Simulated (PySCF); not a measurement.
GeH₇NSi₂, SMILES [NH]1[SiH2][SiH2][GeH2]1.

Geometry: ωB97X-D3(BJ)/def2-SVP. The structure was generated by enumeration, and PubChem lists no compound with its InChIKey, so it may never have been made.

Computed with ωB97X-D3(BJ)/def2-SVP in PySCF.

Frequencies are harmonic and unscaled.

```csv
mode,ν (cm⁻¹),IR (km/mol),Raman (Å⁴/amu),depolarisation,moving atoms (share of kinetic energy)
1,90,0.1,0.3,0.75,"N 48 %, H 32 %, Si 16 %"
2,300,1.4,6.2,0.48,"Si 46 %, Ge 37 %, N 12 %"
3,318,0.2,0.0,–,H 97 %
4,373,0.3,15.3,0.51,"Si 70 %, Ge 20 %, H 10 %"
5,398,0.6,1.0,0.75,H 97 %
6,454,120.9,6.3,0.75,H 94 %
7,460,0.6,28.9,0.15,"Si 84 %, H 14 %"
8,546,8.2,8.9,0.75,"H 77 %, Si 17 %"
9,608,11.4,7.4,0.53,"H 63 %, N 20 %, Si 10 %"
10,636,9.1,21.1,0.75,H 91 %
11,667,14.1,4.5,0.75,H 95 %
12,671,38.3,7.2,0.23,"N 45 %, H 42 %, Si 9 %"
13,707,48.4,9.4,0.75,"H 86 %, N 8 %"
14,719,74.7,11.0,0.74,H 87 %
15,837,143.1,12.2,0.67,"H 61 %, N 29 %, Si 8 %"
16,882,375.5,9.2,0.51,"H 64 %, N 18 %, Si 16 %"
17,922,101.4,11.2,0.74,H 89 %
18,937,18.5,13.9,0.74,H 91 %
19,1008,121.8,23.2,0.74,H 94 %
20,1128,83.7,0.4,0.63,"H 70 %, N 28 %"
21,2150,161.9,157.7,0.75,H 98 %
22,2160,204.6,253.9,0.11,H 99 %
23,2214,141.3,141.4,0.75,H 96 %
24,2226,173.8,218.9,0.15,H 98 %
25,2250,76.9,265.5,0.07,H 98 %
26,2259,106.4,112.8,0.75,H 96 %
27,3657,36.7,169.7,0.30,H 93 %
```
